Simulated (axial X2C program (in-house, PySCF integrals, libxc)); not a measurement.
# Worked dissociation energy of RuSi⁺: r2SCAN, spin-free

All values were computed with an in-house all-electron X2C program for linear molecules (integrals from PySCF). Spin-free means the one-electron spin-free X2C Hamiltonian. Basis: Ru dyall-cv3z [12s12p8d5f3g], Si dyall-v3z [8s7p2d1f] (cores contracted in-house); Gaussian nuclei, density fitting, unrestricted open shells. Masses: Ru 101.904 u, Si 27.977 u.

Molecular state: M_S = 1/2, Λ = 2 (beyond evenly filled blocks: δ+α, δ+β, δ-α).

| Quantity | Value |
| --- | --- |
| E(Ru+) (2M_S = 3, M_L = 0) | -4530.100149 hartree |
| E(Si) (2M_S = 2, M_L = 0) | -289.959974 hartree |
| E(RuSi⁺) at Re | -4820.210580 hartree |
| ωe | 518.3 cm⁻¹ |
| ωexe | 2.18 cm⁻¹ |

**Question.** Work out De and D0.

**Answer.** De = -4530.100149 + (-289.959974) − (-4820.210580) = 0.15046 hartree = 4.094 eV. The zero-point energy is ωe/2 − ωexe/4 = 259 cm⁻¹ = 0.032 eV, so D0 = 4.062 eV.

De is counted from the lowest determinant-based energies of the atoms at the same level, without counterpoise correction. The functionals have no current-density term, which raises determinants with orbital currents, atoms included. The state is one determinant with fixed occupations, lowest in a PBE0 search at one distance only: followed along the bond, the spin-free determinant M_S = 3/2, Λ = 0 reaches 0.04 eV lower at PBE0, at Re = 2.140 Å, so the state shown is not the lowest. At some level and bond length an empty orbital lies below a filled one. The determinant is spin-polarised beyond a pure state at some levels (its spin-free form has ⟨S²⟩ too high), which makes Re and μ there less reliable.

Each atomic determinant is the lowest at this level and need not be a pure term. Totals compare only within one Hamiltonian and basis.
